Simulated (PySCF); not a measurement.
C8H9O (doublet state).
Cartesian coordinates in Å at the GFN2-xTB level; atoms count from 1:
```
atom  x, y, z in Å
C1     2.2843    1.5949    3.4843
C2     2.0107    1.0182    2.4631
C3     1.6926    0.3733    1.3100
C4     1.4129   -0.1995    0.2852
C5     1.0552   -0.8688   -0.9411
C6    -0.1244   -0.1701   -1.6539
O7    -0.3279   -0.7236   -2.9314
C8    -1.3900   -0.2310   -0.7865
C9    -2.5447    0.4271   -1.4210
H10    2.5266    2.0969    4.3717
H11    0.7840   -1.9086   -0.7223
H12    1.9156   -0.8756   -1.6173
H13    0.1379    0.8772   -1.8396
H14   -0.6900   -1.6121   -2.8310
H15   -1.1764    0.2193    0.1903
H16   -1.6181   -1.2931   -0.5817
H17   -3.4229    0.6472   -0.8477
H18   -2.5345    0.6346   -2.4722
```

The hyperfine couplings belong to this conformer and change with its torsions.

The species is `C#CC#CC[C@@H](O)C[CH2]` [radical].

Method used: UKS B3LYP, pcH-1 on C H O, non-relativistic, mean-field spin-orbit, GIAO in PySCF. One conformer (not necessarily the lowest) at the GFN2-xTB geometry, without solvent, vibrations or thermal averaging. GFN2-xTB frequencies show an imaginary mode (24i cm⁻¹), so this geometry is no minimum at that level. The geometry wasn't refined by DFT: couplings that depend on bond lengths, twists or pyramidal angles can differ widely from those at the functional's own minimum. The SCF solution wasn't tested for stability.

(1) Match the computed a_iso(13C) values +88.4, -33.5, +8.9 MHz with the sites C6; C8; C9.

Results:

(1) 
```
site  a_iso (MHz)  ρ(0) (bohr⁻³)                 position  distance from C9 (Å)  spin population  largest |T| (MHz)
  C6         +8.9        +0.0080          2 bonds from C9                  2.50             0.00                2.5
  C8        -33.5        -0.0298           1 bond from C9                  1.47            -0.09                2.5
  C9        +88.4        +0.0786  largest spin population                  0.00            +1.09              163.1
```

ρ(0) is the spin density at the nucleus and T the dipolar tensor; entries for several nuclei are means. The Mulliken spin populations are largest on C9 (+1.09) and C8 (-0.09). No atom but C9 exceeds +0.15. The positive populations add up to 1.18 and the negative ones to -0.18, together 2S = 1. The angles at C9 add up to 359.9°, so it is planar; its axial dipolar tensor and the negative couplings of its protons fit spin in a p orbital normal to that plane.

Nuclei that the bonding pattern makes equivalent are averaged, as if the motion that swaps them (rotation, inversion, ring flip) were fast.
